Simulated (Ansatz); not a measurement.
`C[SiH](O)I`, relaxed with RKS PBE-D4/def2-SVP in Ansatz from a rough embedded geometry. The force threshold is 0.03 eV/Å; the program also tests the step.

Charge 0, multiplicity 1. I: def2 effective core potential.

Start:

```xyz
9

C    -0.111   -0.937   -0.669
Si    0.326    0.264    0.585
O    -0.979    1.067    1.134
I     1.746    1.984   -0.421
H     0.811   -1.491   -1.078
H    -0.772   -1.770   -0.303
H    -0.618   -0.525   -1.559
H     0.975   -0.354    1.715
H    -1.377    1.762    0.596
```

| step | energy (eV) | largest force (eV/Å) | largest move (Å) |
| --- | --- | --- | --- |
| 1 | -19133.3823 | 2.385 | 0.000 |
| 2 | -19133.5518 | 1.170 | 0.194 |
| 3 | -19133.6017 | 0.444 | 0.056 |
| 4 (rejected) | -19133.5391 | 1.042 | 0.133 |
| 5 | -19133.6137 | 0.105 | 0.061 |
| 6 | -19133.6142 | 0.053 | 0.062 |
| 7 | -19133.6148 | 0.012 | 0.013 |

End:

```xyz
9

C    -0.113   -0.971   -0.726
Si    0.322    0.301    0.583
O    -1.007    1.094    1.225
I     1.879    1.937   -0.468
H     0.805   -1.487   -1.073
H    -0.805   -1.727   -0.300
H    -0.597   -0.502   -1.605
H     1.018   -0.301    1.761
H    -1.501    1.657    0.603
```

It took 9 s on 4 threads of an Arm Neoverse V1 on a shared host, with 0.15 GiB of host memory at the peak.
